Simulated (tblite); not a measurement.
Record of a relaxation.

Species: C₅H₁₀GeSSi₂.
Bonds: Si1–S2, S2–C3, C3–C4, C4–C5 (triple), C5–Si6, Si6–C7, C7–C8 (triple), C8–Ge9. Hydrogens: H10, H11, H12 on Si1; H13, H14 on C3; H15, H16 on Si6; H17, H18, H19 on Ge9.

Computed with GFN2-xTB (tblite), gas phase: L-BFGS steps from a force-field or distance-geometry start until the largest atomic force falls under 0.01 eV/Å. 6 of its 103 geometries are shown.

Step 0: E = -661.2338 eV, largest atomic force 3.180 eV/Å
```
atom  x, y, z in Å  |  force x, y, z in eV/Å
Si1    -4.711    0.041   -0.138   -0.518  -0.105   0.230
S2     -3.507    0.842   -1.727   -0.259   0.448  -0.324
C3     -2.002   -0.160   -2.008    0.835  -1.077   0.541
C4     -1.115   -0.071   -0.854    0.908  -0.261   1.429
C5     -0.392   -0.018    0.137   -1.872  -0.080  -2.569
Si6     0.668    0.066    1.604   -0.187  -0.079   1.252
C7      2.409    0.290    1.093    1.761   0.136  -0.520
C8      3.582    0.442    0.778   -0.916  -0.138   0.305
Ge9     5.408    0.691    0.294    0.349   0.124   0.085
H10    -5.801    1.025    0.112    0.643  -0.214  -0.210
H11    -3.926   -0.226    1.070    0.017   0.061  -0.228
H12    -5.392   -1.174   -0.613    0.259   0.070   0.014
H13    -1.416    0.201   -2.860   -0.545   0.360  -0.056
H14    -2.266   -1.226   -2.246    0.029   0.762   0.394
H15     0.321    1.248    2.426   -0.022  -0.157  -0.096
H16     0.481   -1.205    2.361    0.116   0.284  -0.165
H17     6.227   -0.573    0.688   -0.400   0.571  -0.278
H18     5.433    0.954   -1.236    0.123  -0.112   0.721
H19     5.992    1.893    1.112   -0.318  -0.594  -0.523
```

Step 20: E = -661.5744 eV, largest atomic force 0.101 eV/Å
```
atom  x, y, z in Å  |  force x, y, z in eV/Å
Si1    -4.663    0.014   -0.178    0.074   0.027  -0.063
S2     -3.534    0.928   -1.756    0.022  -0.001   0.026
C3     -2.049   -0.159   -1.942   -0.049  -0.012   0.004
C4     -1.175   -0.097   -0.803    0.052  -0.027  -0.044
C5     -0.435   -0.027    0.147   -0.040   0.001  -0.046
Si6     0.661    0.068    1.631   -0.052   0.010   0.028
C7      2.422    0.282    1.101   -0.001  -0.009  -0.056
C8      3.582    0.428    0.784   -0.014   0.013  -0.001
Ge9     5.390    0.685    0.299    0.063   0.002  -0.028
H10    -5.661    1.049    0.028   -0.028  -0.064   0.068
H11    -3.785   -0.236    0.960   -0.009   0.041  -0.039
H12    -5.230   -1.247   -0.657    0.038   0.044  -0.012
H13    -1.547    0.212   -2.837    0.021   0.030   0.025
H14    -2.400   -1.175   -2.126   -0.017  -0.048   0.044
H15     0.269    1.231    2.427   -0.022   0.083   0.047
H16     0.544   -1.180    2.389   -0.001  -0.083   0.025
H17     6.175   -0.537    0.642   -0.012   0.003  -0.001
H18     5.488    0.948   -1.167   -0.017  -0.010   0.013
H19     5.939    1.853    1.049   -0.006  -0.001   0.008
```

Step 41: E = -661.5925 eV, largest atomic force 0.047 eV/Å
```
atom  x, y, z in Å  |  force x, y, z in eV/Å
Si1    -4.591    0.036   -0.194   -0.022  -0.004   0.021
S2     -3.485    1.002   -1.749   -0.003   0.029   0.005
C3     -2.066   -0.168   -1.935    0.005   0.002  -0.006
C4     -1.179   -0.114   -0.805    0.012   0.001  -0.015
C5     -0.459   -0.030    0.158    0.012  -0.002   0.014
Si6     0.635    0.073    1.645    0.016   0.002   0.003
C7      2.388    0.294    1.082   -0.012  -0.010  -0.008
C8      3.548    0.438    0.763   -0.004   0.009   0.001
Ge9     5.364    0.682    0.289   -0.044   0.000   0.016
H10    -5.664    0.973    0.090    0.025  -0.015  -0.015
H11    -3.694   -0.189    0.933   -0.013  -0.003  -0.010
H12    -5.079   -1.232   -0.735    0.019   0.006   0.026
H13    -1.555    0.155   -2.843    0.006  -0.019   0.007
H14    -2.473   -1.171   -2.074    0.012   0.008  -0.011
H15     0.251    1.237    2.452   -0.016   0.007  -0.003
H16     0.540   -1.185    2.398   -0.010  -0.006  -0.006
H17     6.129   -0.550    0.645    0.006   0.002  -0.008
H18     5.470    0.941   -1.175    0.003  -0.004  -0.006
H19     5.908    1.846    1.049    0.008  -0.004  -0.006
```

Step 61: E = -661.5956 eV, largest atomic force 0.045 eV/Å
```
atom  x, y, z in Å  |  force x, y, z in eV/Å
Si1    -4.546    0.039   -0.173    0.013   0.006  -0.011
S2     -3.446    1.025   -1.724   -0.040  -0.016   0.014
C3     -2.047   -0.160   -1.948    0.006  -0.002  -0.011
C4     -1.152   -0.123   -0.826   -0.008  -0.002   0.018
C5     -0.453   -0.043    0.154    0.008  -0.006  -0.013
Si6     0.613    0.068    1.658   -0.017   0.002   0.009
C7      2.366    0.297    1.099   -0.011  -0.012   0.012
C8      3.522    0.445    0.767   -0.019   0.004   0.019
Ge9     5.333    0.679    0.278    0.006  -0.003  -0.008
H10    -5.648    0.952    0.068    0.000   0.001   0.010
H11    -3.667   -0.152    0.974   -0.014   0.007  -0.018
H12    -4.990   -1.249   -0.705    0.021   0.010   0.012
H13    -1.545    0.161   -2.860    0.032   0.020  -0.022
H14    -2.465   -1.157   -2.093   -0.012  -0.016   0.002
H15     0.197    1.233    2.448    0.015  -0.007   0.002
H16     0.502   -1.190    2.410    0.016   0.013  -0.004
H17     6.093   -0.556    0.630    0.003   0.002  -0.010
H18     5.426    0.933   -1.189    0.002  -0.004   0.003
H19     5.897    1.839    1.028   -0.003   0.002  -0.003
```

Step 82: E = -661.6002 eV, largest atomic force 0.024 eV/Å
```
atom  x, y, z in Å  |  force x, y, z in eV/Å
Si1    -4.454    0.052   -0.139    0.011   0.007  -0.010
S2     -3.435    1.010   -1.762   -0.010  -0.013   0.007
C3     -2.004   -0.137   -1.992   -0.001   0.001  -0.005
C4     -1.147   -0.133   -0.839    0.004   0.008  -0.009
C5     -0.475   -0.080    0.161    0.014   0.011   0.001
Si6     0.558    0.046    1.687   -0.004  -0.004   0.023
C7      2.317    0.282    1.152   -0.008   0.006   0.005
C8      3.470    0.442    0.819   -0.002  -0.017  -0.014
Ge9     5.262    0.666    0.256    0.001   0.002  -0.004
H10    -5.625    0.888    0.040   -0.014  -0.001  -0.006
H11    -3.580    0.020    1.026    0.007   0.002  -0.007
H12    -4.776   -1.303   -0.580   -0.003  -0.002   0.010
H13    -1.476    0.238   -2.869   -0.003  -0.001  -0.005
H14    -2.399   -1.134   -2.196   -0.001   0.002   0.003
H15     0.118    1.216    2.457    0.010  -0.007   0.007
H16     0.451   -1.206    2.448   -0.002   0.001   0.001
H17     6.038   -0.569    0.573   -0.009   0.005  -0.003
H18     5.279    0.910   -1.216    0.012  -0.001   0.004
H19     5.867    1.830    0.967   -0.006   0.002   0.002
```

Step 102: E = -661.6027 eV, largest atomic force 0.009 eV/Å
```
atom  x, y, z in Å  |  force x, y, z in eV/Å
Si1    -4.407    0.056   -0.125    0.004   0.000   0.001
S2     -3.450    0.973   -1.807    0.004   0.003   0.004
C3     -1.972   -0.119   -2.010   -0.003  -0.002  -0.002
C4     -1.135   -0.100   -0.842   -0.009   0.000  -0.001
C5     -0.488   -0.050    0.174   -0.001   0.004  -0.002
Si6     0.529    0.034    1.714   -0.001  -0.001  -0.002
C7      2.286    0.257    1.167   -0.002   0.004   0.003
C8      3.431    0.414    0.806    0.000  -0.003  -0.001
Ge9     5.217    0.657    0.233   -0.002  -0.002   0.002
H10    -5.623    0.836    0.009   -0.004  -0.003  -0.003
H11    -3.525    0.147    1.031   -0.007   0.000  -0.002
H12    -4.660   -1.339   -0.475    0.004   0.004   0.003
H13    -1.441    0.278   -2.876   -0.006   0.000   0.003
H14    -2.330   -1.127   -2.227    0.007  -0.003   0.000
H15     0.113    1.195    2.510    0.000  -0.001   0.000
H16     0.397   -1.229    2.451    0.005   0.000  -0.001
H17     6.002   -0.573    0.546    0.005   0.001   0.000
H18     5.236    0.905   -1.237    0.001   0.001   0.003
H19     5.809    1.824    0.951    0.003  -0.001  -0.002
```

Task: Summarise the path.

Result: The energy falls by 35.60 kJ/mol from step 0 to step 102; nine tenths of that is first reached at step 17. It rises by more than 0.2 meV at step 1. The largest force goes from 3.180 to 0.009 eV/Å. Among the bonds Ge9–H19 changes most, from 1.567 to 1.492 Å; the atoms move by 0.279 Å rms after alignment.

The cost below is that of the whole relaxation. On an Arm Neoverse N1 with one thread, on a shared host, this took 2.2 s wall.
